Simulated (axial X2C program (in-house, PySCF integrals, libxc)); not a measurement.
# ZnGa: from the spin-free to the two-component result

All values were computed with an in-house relativistic program for diatomic molecules. Spin-free means the one-electron spin-free X2C Hamiltonian; two-component (2c) means X2C with spin–orbit coupling and atomic mean-field two-electron Coulomb and Gaunt terms, so the difference of the two also holds small scalar two-electron terms. Basis: Ga dyall-cv3z [9s9p7d4f1g], Zn dyall-cv3z [9s10p6d3f2g] (cores contracted in-house); Gaussian nuclei, density fitting, unrestricted open shells. Masses: Ga 68.926 u, Zn 63.929 u.

Spin-free state: M_S = 1/2, Λ = 1 (beyond evenly filled blocks: π+α); fragments Ga + Zn.

| level | Re (Å) | ωe (cm⁻¹) | De (eV) | μ (D) |
| --- | --- | --- | --- | --- |
| PBE0 | 2.668 | 126.7 | 0.316 | 0.54 |
| PW91 | 2.621 | 138.0 | 0.415 | 0.29 |

Dipoles are positive if Zn is the positive end.

**Question.** Within this multiplet, which Ω should lie lowest by the rule for regular and inverted multiplets?

**Answer.** The open π shell holds one electron, so the multiplet is regular: Ω = Λ − 1/2 = 1/2. The PBE0 2c search agrees, though Ω = 3/2 of the search lies only 0.07 eV higher.

Two-component determinant lowest at the distance of the search:

Ω = 1/2 (⟨Sz⟩ = -0.50, ⟨Lz⟩ = 1.00 at PBE0); fragments Ga + Zn.

| level | Re (Å) | ωe (cm⁻¹) | μ (D) |
| --- | --- | --- | --- |
| PBE0 | 2.671 | 125.4 | 0.54 |
| PW91 | 2.622 | 137.2 | 0.29 |

**Question.** From the two tables, how do the constants change at the PBE0 level (2c against spin-free)?

**Answer.** At the PBE0 level Re increases by 0.003 Å and ωe falls by 1.3 cm⁻¹.

The state is a single determinant with fixed occupations, the lowest that a limited PBE0 search found. Dissociation energies refer to the lowest single-determinant-based atoms at the same level and basis. De is not given where an atomic determinant may have missed its ground term or J level, or where the truncated virtual space spoils (T). Density functionals use the spin component along the axis (collinear). Other states lie close and PBE0, whose exact exchange favours high spin, may order them wrongly; the determinant shown need not be the ground state. The nearest other spin-free determinant of the search, M_S = 1/2, Λ = 0, lies 0.30 eV up at the distance of the search. Without a current term, density functionals place determinants with orbital angular momentum somewhat too high. The atomic limit has a lower orbital projection than the molecule and lies lower at mean-field level, so De may be about a tenth of an eV too small.
